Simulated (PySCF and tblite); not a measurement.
Results of a calculation; reference values are marked as such.
C₃H₁₀Si, numbered as in [CH3:1][CH2:2][SiH2:3][CH3:4]. The same 2 conformers on PBE0-D3(BJ)/def2-SVP geometries, with only the basis set of the single-point energies changed (functional PBE0, solvent none (gas phase), D3(BJ) where defined; PySCF).

Torsions listed: C1–C2–Si3–C4. Of a mirror pair one member is shown.

```json
{"conformer": "1", "shape": "60°", "symmetry": "C1 (pair)", "dipole D": "0.81"}
{"conformer": "2", "shape": "180°", "symmetry": "Cs", "dipole D": "0.86"}
```

Energies (kcal/mol) above conformer 1 and its weight at 298.15 K (thermal terms from GFN2-xTB):

```tsv
basis set	E(2) − E(1)	weight of 1 (%)
def2-TZVP	-0.01	67
6-31G*	0.04	68
def2-SVP	0.04	68
pcseg-1	0.02	67
6-311G**	0.06	69
def2-SVPD	?	?
pcseg-2	0.01	67
```

What does def2-SVPD give?

E(2) − E(1) = 0.03 kcal/mol, weight of conformer 1 68 %.

How much does the choice of basis set matter?

The widest range is that of E(2) − E(1), which runs from -0.01 (def2-TZVP) to 0.06 kcal/mol (6-311G**), a spread of 0.07, against RT = 0.59.
